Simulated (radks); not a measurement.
Values are calculated unless marked as measured or tabulated.
The beryllium ion Be+ inside a hard spherical wall (all orbitals vanish at R), configuration held at [He] 2s1 and not refilled when levels cross. Code: a radial shooting solver on a logarithmic mesh with Libxc functionals. Model: scalar-relativistic Kohn-Sham, LDA (Slater exchange, VWN5 correlation), spin-polarised, spherical densities, point nucleus; open shells are filled with parallel spins first. Eigenvalues in eV for spin up, with the zero of energy where the potential of the charges vanishes at infinity; a dash marks a level that is unbound or too diffuse for the functional's potential to be trusted. A positive occupied level is held by the wall or, in an anion where self-interaction has pushed it up, behind a barrier. The pressure on the wall is -dE/dV.

[
 {"R (bohr)": "free", "E (hartree)": "-14.11829", "kinetic (hartree)": "14.011", "e(1s)": "-116.49", "e(2s)": "-14.302", "e(2p, empty)": "-10.420", "e(3s, empty)": "-3.662", "pressure (GPa)": "0"},
 {"R (bohr)": "15", "E (hartree)": "-14.11829", "kinetic (hartree)": "14.011", "e(1s)": "-116.49", "e(2s)": "-14.302", "e(2p, empty)": "-10.420", "e(3s, empty)": "-3.651", "pressure (GPa)": "< 0.0001"},
 {"R (bohr)": "12", "E (hartree)": "-14.11829", "kinetic (hartree)": "14.011", "e(1s)": "-116.49", "e(2s)": "-14.302", "e(2p, empty)": "-10.420", "e(3s, empty)": "-3.567", "pressure (GPa)": "< 0.0001"},
 {"R (bohr)": "10", "E (hartree)": "-14.11829", "kinetic (hartree)": "14.011", "e(1s)": "-116.49", "e(2s)": "-14.301", "e(2p, empty)": "-10.419", "e(3s, empty)": "-3.303", "pressure (GPa)": "0.000103"},
 {"R (bohr)": "8", "E (hartree)": "-14.11820", "kinetic (hartree)": "14.012", "e(1s)": "-116.48", "e(2s)": "-14.295", "e(2p, empty)": "-10.406", "e(3s, empty)": "-2.320", "pressure (GPa)": "0.00571"},
 {"R (bohr)": "7", "E (hartree)": "-14.11779", "kinetic (hartree)": "14.017", "e(1s)": "-116.44", "e(2s)": "-14.269", "e(2p, empty)": "-10.364", "e(3s, empty)": "-1.028", "pressure (GPa)": "0.0408"},
 {"R (bohr)": "6", "E (hartree)": "-14.11563", "kinetic (hartree)": "14.034", "e(1s)": "-116.31", "e(2s)": "-14.155", "e(2p, empty)": "-10.202", "e(3s, empty)": "1.628", "pressure (GPa)": "0.280"},
 {"R (bohr)": "4", "E (hartree)": "-14.06014", "kinetic (hartree)": "14.296", "e(1s)": "-114.68", "e(2s)": "-12.056", "e(2p, empty)": "-7.912", "e(3s, empty)": "20.576", "pressure (GPa)": "12.6"},
 {"R (bohr)": "3.5", "E (hartree)": "-13.99643", "kinetic (hartree)": "14.519", "e(1s)": "-113.56", "e(2s)": "-9.929", "e(2p, empty)": "-5.929", "e(3s, empty)": "33.528", "pressure (GPa)": "34.5"}
]
